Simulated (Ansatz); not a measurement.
System: C₅H₁₀N (charge 0, doublet). It need not be the lowest isomer of its formula. 
Structure (B3LYP-D3(BJ)/def2-TZVP (Ansatz, a first-principles code) minimum search):
SMILES: C1C(N)C[CH]C1
```xyz
16

C     -1.6428     0.2783     0.0219
C     -1.2580    -1.1480    -0.2067
C      0.2650    -1.0783    -0.4209
C      0.7066     0.1405     0.3981
C     -0.4413     1.1448     0.1908
N      1.9945     0.6688    -0.0448
H     -2.6621     0.6359     0.0516
H     -1.5007    -1.7723     0.6664
H     -1.7811    -1.6064    -1.0521
H      0.4914    -0.8813    -1.4718
H      0.7836    -1.9937    -0.1304
H      0.7110    -0.1482     1.4610
H     -0.5317     1.8631     1.0126
H     -0.2285     1.7341    -0.7148
H      2.2534     1.4828     0.5017
H      2.7273    -0.0190     0.0903
```
Charge 0, spin multiplicity 2.

Total electronic energies in hartree. Cores are frozen in the correlated levels unless marked. Open shells are spin-unrestricted. No spin-orbit coupling. No relativistic terms. CBS marks a two-point X^-3 extrapolation of the correlation energy; Hartree-Fock from the larger set. [CCSD(T)-MP2]/basis is that difference in the basis named.

```json
[
 {"level": "B3LYP-D3(BJ)/def2-TZVPD", "program": "Ansatz + dftd3", "energy (Eh)": "-251.36453"},
 {"level": "HSE06-D3(BJ)/def2-TZVPD", "program": "Ansatz + dftd3", "energy (Eh)": "…"},
 {"level": "LC-wPBE-D3(BJ)/def2-TZVPD", "program": "Ansatz + dftd3", "energy (Eh)": "-251.19716"},
 {"level": "B2GP-PLYP-D3(BJ)/def2-TZVPD", "program": "Ansatz + dftd3", "energy (Eh)": "…"},
 {"level": "RI-MP2/cc-pVQZ", "program": "Ansatz", "energy (Eh)": "-250.77239"},
 {"level": "SCS-MP2/cc-pVDZ", "program": "Ansatz", "energy (Eh)": "-250.41987"},
 {"level": "SCS-MP2/cc-pwCVTZ", "program": "Ansatz", "energy (Eh)": "-250.70158"},
 {"level": "CCSD(T)/cc-pVTZ", "program": "Ansatz", "energy (Eh)": "-250.78975"},
 {"level": "RI-MP2/CBS(cc-pVTZ,cc-pVQZ)+[CCSD(T)-MP2]/cc-pVTZ", "program": "Ansatz", "energy (Eh)": "-250.9208"}
]
```

**Question.** Some entries are withheld; supply them.

**Answer.** 
- HSE06-D3(BJ)/def2-TZVPD, energy (Eh): -251.02833
- B2GP-PLYP-D3(BJ)/def2-TZVPD, energy (Eh): -251.05298
